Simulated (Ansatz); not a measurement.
`C[SiH](Cl)[SbH2]` → `[CH3][SbH2]` + `[SiH]Cl` at 298.15 K and 1 bar (silylene formation by 1,1-elimination).

Gas-phase electronic energies from Ansatz, PBE0-D4/def2-TZVP geometries. CBS: MP2 limit from def2 TZ/QZ plus the TZ coupled-cluster correction, frozen cores. This one scheme is used for every species. Elements past krypton have def2 core potentials. For Sb outer-core shells are correlated without core-valence functions, which leaves a few kJ/mol of doubt a bond.

```json
{"species": "`C[SiH](Cl)[SbH2]`", "CCSD(T)/CBS energy (Eh)": "-1030.59494", "H − E (kJ/mol)": "183.3", "S (J/(mol·K))": "377.4"}
{"species": "`[CH3][SbH2]`", "CCSD(T)/CBS energy (Eh)": "-281.05548", "H − E (kJ/mol)": "144.1", "S (J/(mol·K))": "284.1"}
{"species": "`[SiH]Cl`", "CCSD(T)/CBS energy (Eh)": "-749.43948", "H − E (kJ/mol)": "30.7", "S (J/(mol·K))": "251.4"}
```

H − E and S are ideal-gas, rigid-rotor, harmonic terms from PBE0-D4/def2-TZVP, for one conformer and one mirror image of each species. 1 Eh = 2625.50 kJ/mol, R = 8.31446 J/(mol·K).

Problem. By hand: ΔE, ΔH, ΔS and ΔG.

Solution. ΔE = (-281.05548) + (-749.43948) − (-1030.59494) = 0.09998 Eh = 262.5 kJ/mol. Δ(H − E) = 144.1 + 30.7 − 183.3 = -8.5, so ΔH = 254.0 kJ/mol. ΔS = 284.1 + 251.4 − 377.4 = 158.1 J/(mol·K). ΔG = 254.0 − 298.15 × (158.1)/1000 = 206.9 kJ/mol.

Problem. By hand: the equilibrium constant, and the temperature at which ΔG would vanish if ΔH and ΔS stayed fixed.

Solution. log₁₀ K = −ΔG/(RT ln 10) = -36.2. ΔG = 0 at ΔH/ΔS = 1607 K.

The number of gas molecules changes by +1, which sets the sign of ΔS. A doubt of 5 kJ/mol in ΔE shifts log₁₀ K by 0.9 here. Other conformers and mirror images would add mixing entropy, several J/(mol·K) or more a flexible species. These are equilibria of isolated gas molecules and say nothing of rates. Largest T1 diagnostic: 0.013 (customary marks: 0.02 for closed shells, 0.045 for open ones).
